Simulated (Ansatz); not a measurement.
Reaction (redistribution): `CB(S)Br` + `[AlH2][O][SiH3]` → `CB(S)O[SiH3]` + `[AlH2][Br]`

Program: Ansatz. Geometries: PBE0-D4/def2-TZVP. ΔE: electronic, gas phase. CCSD(T)/CBS is the MP2 limit (def2-TZVPP, def2-QZVPP) plus CCSD(T) − MP2 in def2-TZVPP, frozen cores. Functionals use def2-TZVPP. For Br outer-core shells are correlated without core-valence functions, which leaves a few kJ/mol of doubt a bond. Scalar relativity is left out up to krypton. One conformer a species, not always the lowest.

`CB(S)Br`:

```xyz
8

C     0.123   -0.841   -0.362
B     0.022    0.370    0.609
S    -0.419    2.043    0.168
Br    0.397    0.107    2.484
H    -0.106   -0.597   -1.400
H     1.130   -1.268   -0.319
H    -0.554   -1.636   -0.034
H    -0.593    1.822   -1.147
```

`[AlH2][O][SiH3]`:

Cartesian coordinates in Å:
```
Al -0.675 0.558 -1.652
O -0.053 0.061 -0.171
Si 0.520 -0.428 1.267
H 0.080 0.104 -2.962
H -1.978 1.451 -1.647
H 1.485 0.573 1.794
H 1.213 -1.737 1.128
H -0.593 -0.582 2.242
```

`CB(S)O[SiH3]`:

```xyz
12

C     1.843   -0.913   -0.628
B     0.672   -0.263    0.181
S     0.924    0.016    1.963
O    -0.476    0.068   -0.465
Si   -1.935    0.784   -0.228
H     1.494   -1.834   -1.107
H     2.148   -0.243   -1.439
H     2.723   -1.150   -0.029
H    -0.274    0.549    2.255
H    -2.956   -0.028   -0.929
H    -2.272    0.860    1.219
H    -1.891    2.154   -0.792
```

`[AlH2][Br]`:

Cartesian coordinates in Å:
```
Al 0.066 0.013 -0.188
Br -0.680 -0.135 1.937
H 1.302 -0.877 -0.591
H -0.688 0.999 -1.158
```

```tsv
level	ΔE (kcal/mol)	difference from CCSD(T)/CBS
LDA (SPW92)	-12.1	-1.5
revPBE-D4	-10.9	-0.3
r2SCANh-D4	-11.4	-0.8
PBE-QIDH	-11.1	-0.5
revPBE	-10.5	0.1
r2SCAN0	-11.7	-1.1
BHLYP	-12.1	-1.5
CCSD(T)/def2-SVP	-12.5	-1.9
CCSD(T)/def2-TZVPP	-10.2	0.4
CCSD/CBS(def2)	-10.9	-0.3
CCSD(T)/CBS	-10.6	0
```

Largest T1 diagnostic among the species: 0.012.

In def2-TZVPP, CCSD(T) changes the Hartree–Fock value by +3.3 kcal/mol (the triples alone add +0.3 kcal/mol) and MP2 by +4.7 kcal/mol. Leaving LDA and LC-ωPBE aside and taking each functional with its dispersion term where it has one, the values, not all of them listed here, spread over 1.8 kcal/mol, from BHLYP-D4 to B2PLYP. LDA lies −1.2 kcal/mol from PBE without D4. From BLYP to BHLYP (50 % exact exchange), in def2-TZVPP and without D4, ΔE moves by −1.8 kcal/mol.
